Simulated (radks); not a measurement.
Results of a calculation; reference values are marked as such.
Task: Species: Fe III. Configuration: [Ar] 3d6 (the NIST ground configuration). Code: a radial shooting solver on a logarithmic mesh with Libxc functionals. Model: scalar-relativistic Kohn-Sham, r2SCAN, spin-polarised, spherical densities, finite nucleus; open shells are filled with parallel spins first; meta-GGA in the generalised Kohn-Sham scheme; Fermi nuclear charge, rms radius 3.7377 fm. Some entries of the table are withheld. Estimate them.

orbital  occ.  eigenvalue (eV)  <1/r> (bohr^-1)
1s down     1        -7041.184            25.97
1s up       1        -7041.155            25.97
2s up       1        -847.4210            5.571
2s down     1        -844.9563            5.583
2p up       3        -723.0257            5.451
2p down     3        -721.1533            5.461
3s up       1        -117.6994            1.746
3s down     1        -112.0773            1.734
3p up       3         -82.3842              (1)
3p down     3         -76.7963              (2)
3d up       5              (3)            1.253
3d down     1              (4)            1.205

Result: 
(1) 3p up <1/r> (bohr^-1): 1.604
(2) 3p down <1/r> (bohr^-1): 1.590
(3) 3d up eigenvalue (eV): -27.5396
(4) 3d down eigenvalue (eV): -22.2892
